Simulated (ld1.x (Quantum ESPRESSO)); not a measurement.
An all-electron radial function and its pseudo partner (Mg (Z = 12))

Columns: radius, all-electron u(r) and pseudo u(r) of the 3p shell (level -7.17 eV) of magnesium in the configuration [Ne] 3s1 3p0; LDA (PZ), non-relativistic, ultrasoft scheme, ld1.x (Quantum ESPRESSO) 7.5.

```tsv
r (bohr)	all-electron	pseudo
0.130	0.0968	-0.0040
0.260	0.1965	-0.0157
0.390	0.2297	-0.0347
0.520	0.2102	-0.0602
0.650	0.1590	-0.0914
0.780	0.0914	-0.1271
0.910	0.0169	-0.1661
1.040	-0.0586	-0.2071
1.170	-0.1318	-0.2490
1.300	-0.2006	-0.2906
1.430	-0.2637	-0.3310
1.560	-0.3207	-0.3694
1.690	-0.3713	-0.4051
1.820	-0.4156	-0.4379
1.950	-0.4537	-0.4673
2.080	-0.4858	-0.4932
2.210	-0.5121	-0.5155
2.340	-0.5330	-0.5342
2.470	-0.5489	-0.5491
2.600	-0.5600	-0.5600
2.730	-0.5669	-0.5669
2.860	-0.5697	-0.5697
2.990	-0.5690	-0.5690
3.120	-0.5652	-0.5652
3.250	-0.5585	-0.5585
3.380	-0.5494	-0.5494
```

(1) How many radial nodes do the two functions have?

(2) At about which radius was the pseudo-wave matched?

(3) Where does each function peak?

(4) Is the pseudo-wave norm-conserving?

## Answers

(1) The all-electron 3p function has n − l − 1 = 1; the pseudo-wave has 0, since the states of the same l below it are removed with the core.

(2) 2.60 bohr, where the columns begin to agree (steps of 0.13 bohr).

(3) Outermost all-electron maximum near 2.86 bohr, pseudo maximum near 2.86 bohr (to the table’s step).

(4) No, it belongs to an ultrasoft set: the norm inside the radius is not constrained, and the difference is carried by the augmentation charge.
